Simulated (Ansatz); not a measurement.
Zn(SH) (HSZn), SMILES [Zn][SH] (connectivity only; charge and spin as stated), neutral, multiplicity 2.

Geometry: B3LYP-D3(BJ)/def2-TZVP. The multiplicity is an assumed one; other spin states were not compared. The isomer is the one that the SMILES or the coordinates give; other isomers of the formula were not compared.

Two levels are set side by side: PBE/def2-TZVPD (Ansatz, a program for electronic structure) and CAM-B3LYP/def2-TZVPD (Ansatz). Energy differences of separate SCF runs at the same geometry; the states with an electron removed or added have multiplicity 1 and 1. Differences are taken from unrounded values.

```
quantity                         CAM-B3LYP
-------------------------------  ---------
vertical ionisation energy (eV)       8.36
vertical electron affinity (eV)       1.58
```

Q: What does PBE give, and how far is it from CAM-B3LYP? (Estimate from the structure and the level; the computed values follow.)

A: 
| quantity | PBE | PBE minus CAM-B3LYP |
|---|---|---|
| vertical ionisation energy (eV) | 8.20 | -0.16 |
| vertical electron affinity (eV) | 1.52 | -0.05 |
